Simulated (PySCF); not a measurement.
Two species compared at the same levels of theory.

First species: C7H6ClFO2S.
InChI=1S/C7H6ClFO2S/c1-5-2-3-6(4-7(5)9)12(8,10)11/h2-4H,1H3

Second species: C5H11NO2Si2.
Atom-mapped SMILES: `[CH3:1][O:2][SiH2:3][Si@H:4]([OH:5])[n:6]1[cH:7][cH:8][cH:9][cH:10]1` (hydrogens: H11, H12, H13 on C1; H14, H15 on Si3; H16 on Si4; H17 on O5; H18 on C7; H19 on C8; H20 on C9; H21 on C10)

Cartesian coordinates in Å at the GFN2-xTB level; atoms count from 1:
```xyz
21
C5H11NO2Si2 angstrom
C      4.2063    0.3163    0.0908
O      2.8878   -0.0379    0.3777
Si     1.5397    0.4329   -0.4042
Si    -0.0208   -0.5988    0.9068
O     -0.0561   -2.2175    0.7245
N     -1.6082   -0.1564    0.3270
C     -2.0229    1.1104    0.0165
C     -3.3447    1.0904   -0.3090
C     -3.7727   -0.2538   -0.1954
C     -2.6911   -0.9798    0.1973
H      4.3210    1.4018    0.0807
H      4.5048   -0.0727   -0.8850
H      4.8513   -0.1080    0.8609
H      1.6294    0.0451   -1.8269
H      1.4789    1.9040   -0.4537
H     -0.0176   -0.3231    2.3569
H      0.7329   -2.7412    0.8231
H     -1.3295    1.9279    0.0519
H     -3.9489    1.9287   -0.5972
H     -4.7611   -0.6251   -0.3843
H     -2.5875   -2.0263    0.3958
```

Levels: PBE0/pcSseg-1 for dipole moment, HOMO energy, LUMO energy and HOMO–LUMO gap; GFN2-xTB for rotational constant A and rotational constant C. Geometries: GFN2-xTB. Each species is one conformer at its optimised geometry, gas phase, non-relativistic unless stated; the electronic structure was computed with PySCF and density fitting.

The conformers computed, where there is a choice (atom-mapped SMILES and torsion angles):
- `[CH3:1][c:2]1[cH:3][cH:4][c:5]([S:6](=[O:7])(=[O:8])[Cl:9])[cH:10][c:11]1[F:12]`: C4–C5–S6–O7 -22°
- `[CH3:1][O:2][SiH2:3][Si@H:4]([OH:5])[n:6]1[cH:7][cH:8][cH:9][cH:10]1`: C1–O2–Si3–Si4 -177°, O2–Si3–Si4–O5 -72°, Si3–Si4–N6–C7 -47°, H–O5–Si4–Si3 54°

(1) Which of the two has the higher HOMO–LUMO gap, and by how much?

(2) Which of the two has the higher LUMO energy, and by how much?

(3) Which of the two has the higher dipole moment, and by how much?

(4) Which of the two has the higher rotational constant A, and by how much?

(5) Which has the higher HOMO energy?

(6) Which has the higher rotational constant C?

Answers

(1) The first: 5.95 eV against 5.40 eV, a difference of 0.55 eV.

(2) The second: -0.62 eV against -2.09 eV, a difference of 1.47 eV.

(3) The first: 5.30 D against 3.90 D, a difference of 1.40 D.

(4) The second: 2.465 GHz against 1.494 GHz, a difference of 0.971 GHz.

(5) The second: -6.02 eV against -8.04 eV, a difference of 2.02 eV.

(6) The second: 0.428 GHz against 0.391 GHz, a difference of 0.037 GHz.

On the first: The dipole matches unit charges of opposite sign 1.10 Å apart (1 e·Å = 4.8032 D).

On the second: The dipole equals about 13.0 × 10⁻³⁰ C·m (1 D = 3.33564 × 10⁻³⁰ C·m). A dipole of 3.90 D is allowed in C1, and pure rotational transitions are dipole-allowed.
